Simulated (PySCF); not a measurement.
# Reading the logs of faulty runs: CH6N2Si

All numbers below are calculated, not measured. They come from PySCF 2.14.0, an open-source quantum chemistry program, on an isolated molecule that a program drew, which may never have been made. The molecule is CH6N2Si (charge 0, singlet), drawn as the SMILES string `CN=[SiH]N`.

Each row is a Hartree-Fock (HF) and frozen-core CCSD(T) single point in the cc-pV(D+d)Z basis, meant for a local HF minimum. Run 1 is clean. Each other run has one planted mistake out of seven kinds, and not every kind appears here: one electron removed, one electron added, multiplicity raised by two, geometry at a saddle point, minimal basis STO-3G, one bond length entered in bohr, all coordinates scaled. The reference is restricted for singlets and unrestricted otherwise, and also for a bond in bohr. Adding or removing an electron swaps singlet and doublet. Electrons count all cores. HOMO and LUMO are orbital energies over both spins, the gradient is its largest component, and the lowest frequency (negative if imaginary) is given only where the gradient is small. Bond lengths are over the 9 bonds as drawn. T1 is the CCSD diagnostic: over 0.02 (restricted) or 0.045 (unrestricted) a single reference is doubtful.

Geometry of the clean run:
```xyz
10
CH6N2Si, angstrom
C    -0.6021   -1.7065   -0.3236
N    -0.6573   -1.1516    0.9852
Si   -0.9902    0.0020    1.9498
N    -1.6263    1.5379    1.6797
H     0.4240   -1.9866   -0.5850
H    -0.9636   -1.0352   -1.1132
H    -1.1986   -2.6232   -0.3835
H    -0.7654   -0.1141    3.3934
H    -1.7932    2.1964    2.4151
H    -1.8763    1.8887    0.7760
```

| run | electrons | basis functions | <S^2> | HOMO (eV) | LUMO (eV) | gradient (hartree/bohr) | lowest frequency (cm^-1) | mean bond (Å) | longest bond (Å) | T1 | HF (hartree) | CCSD(T) (hartree) | mistake |
|---|---|---|---|---|---|---|---|---|---|---|---|---|---|
| 1 | 40 | 95 | 0.000 | -9.01 | 3.82 | 1.4e-06 | 69 | 1.2670 | 1.684 | 0.0147 | -439.19105 | -439.82602 | no fault |
| 2 | 40 | 95 | 0.000 | -9.22 | 4.57 | 1.1e-01 | - | 1.1542 | 1.534 | 0.0118 | -439.07767 | -439.68791 | all coordinates scaled |
| 3 | 40 | 95 | 0.732 | -9.20 | 1.40 | 2.2e-02 | - | 1.3660 | 1.892 | 0.0558 | -439.04103 | -439.67854 | ? |
| 4 | 40 | 95 | 2.031 | -4.26 | 1.13 | 1.4e-01 | - | 1.2670 | 1.684 | 0.0212 | -439.05953 | -439.65856 | ? |

**Which mistake was planted in run 3, and what did it cost?**

The mean bond changes by a factor of 1.078 and the longest by 1.124, so the molecule wasn't scaled as a whole. A length L in bohr read as angstrom grows by (1/0.5292 - 1) L = 0.890 L. The 9 bonds together grew by 9 x 0.0990 = 0.891 Å, which gives L = 1.001 Å. That is the length of one of the H-N bonds, 1.001 Å in the clean geometry. So the mistake is: one bond length entered in bohr. Subtracting run 1 and multiplying by 627.51 kcal/mol a hartree, the energy moved by 94.1 kcal/mol in HF and 92.5 kcal/mol in CCSD(T).

**Which mistake was planted in run 4, and what did it cost?**

Electrons, basis and geometry are unchanged, and <S^2> is 2.031, beside S(S+1) = 2.00 for a multiplicity of 3. So the mistake is: multiplicity raised by two. Subtracting run 1 and multiplying by 627.51 kcal/mol a hartree, the energy moved by 82.5 kcal/mol in HF and 105.1 kcal/mol in CCSD(T).

Cautions from the logs. Run 3: T1 is over the limit, so its CCSD(T) energy is less reliable.
